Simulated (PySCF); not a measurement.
Stepwise substitution at one centre (Ga OH-SiH3). Gas-phase values, no solvent. One relaxed conformer stands for each flexible species; it need not be the lowest. Strings in code marks are SMILES.

These are PySCF with PBE-D3(BJ)/def2-TZVP // PBE0-D3(BJ)/def2-TZVP values and carry that method's errors. All candidates: neutral, multiplicity 1. Excitations are Tamm–Dancoff values on a coarser integration grid. The basis has no diffuse functions, so Rydberg states are missing or too high.

```yaml
S1 excitation (TDA): 5.48 eV
HOMO–LUMO gap: 5.06 eV
HOMO: -6.91 eV
```

Problem. Which member has these values?
(A) `[OH][Ga]([OH])[OH]`
(B) `[OH][Ga]([OH])[SiH3]` (H–O–Ga–Si torsion -179°, Si–Ga–O–H torsion -1°)
(C) `[OH][Ga]([SiH3])[SiH3]` (H–O–Ga–Si torsion 1°)
(D) `[SiH3][Ga]([SiH3])[SiH3]`

Solution. B, `[OH][Ga]([OH])[SiH3]` (H–O–Ga–Si torsion -179°, Si–Ga–O–H torsion -1°). The others give `[OH][Ga]([SiH3])[SiH3]` (H–O–Ga–Si torsion 1°): 3.81 eV, 3.55 eV, -6.20 eV; `[SiH3][Ga]([SiH3])[SiH3]`: 3.15 eV, 2.92 eV, -6.29 eV; `[OH][Ga]([OH])[OH]`: 5.50 eV, 5.38 eV, -7.21 eV
